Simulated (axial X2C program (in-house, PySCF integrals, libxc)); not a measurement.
**HgF: nuclear properties from DFT to coupled cluster**

Calculated with an in-house all-electron X2C program for linear molecules (integrals from PySCF): two-component X2C with atomic mean-field Coulomb and Gaunt terms, Gaussian nuclei, basis Hg dyall-acv3z, F dyall-av3z with contracted cores.

R = 2.041 Å (near the PBE0 minimum at charge 0 of the determinant lowest at the starting distance; the state shown can have its own minimum elsewhere); state Ω = 1/2 (⟨Sz⟩ = 0.50, ⟨Lz⟩ = 0.00 at PBE0).

```
level  Eeff magnitude (GV/cm)  Ws magnitude Hg (kHz)  A∥/gI Hg (MHz)  A∥/gI F (MHz)  μ (D)
 PBE0                     110                    255           18100            267  -3.19
   HF                     131                    305           21300            234  -3.92
B3LYP                     104                    242           17500            282  -3.13
```

Eeff is the effective electric field on the electron electric dipole moment in this Ω state and Ws the scalar–pseudoscalar constant of the nucleus named (defined with the proton number Z and per Ω); A∥ (defined per Ω) follows by multiplying with gI = μI/(I μN); μ is positive if the F end (last atom) is positive. The operators were transformed with the bare-nucleus X2C matrices; with these basis sets, hyperfine constants and field gradients can be off by tens of per cent, and where levels differ in sign neither size nor sign is settled.

Finite-field MP2, CCSD and CCSD(T), with 27 electrons correlated in 130 natural virtual spinors (MP2 remainder added):

| level | Eeff magnitude (GV/cm) | Ws magnitude Hg (kHz) | A∥/gI Hg (MHz) | A∥/gI F (MHz) | μ (D) |
| --- | --- | --- | --- | --- | --- |
| MP2 | 122 | 281 | 20100 | 255 | -3.46 |
| CCSD | 119 | 276 | 19400 | 254 | -3.48 |
| CCSD(T) | 115 | 267 | 19000 | 257 | -3.34 |

T1 = 0.018 (Lee–Taylor). One unrestricted determinant, the lowest of a limited PBE0 search, is the reference; the functionals treat spin collinearly. Correlation of the inner shells is missing, which matters for properties at the nucleus. Number of frozen shells: Hg 4 s, 3 p, 2 d, 1 f; F 1 s.

(1) By how much does correlation change each value, CCSD(T) against HF?

Answers

(1) Eeff magnitude -12 %; Ws magnitude Hg -12 %; A∥/gI Hg -11 %; A∥/gI F 10 %; μ -15 %.
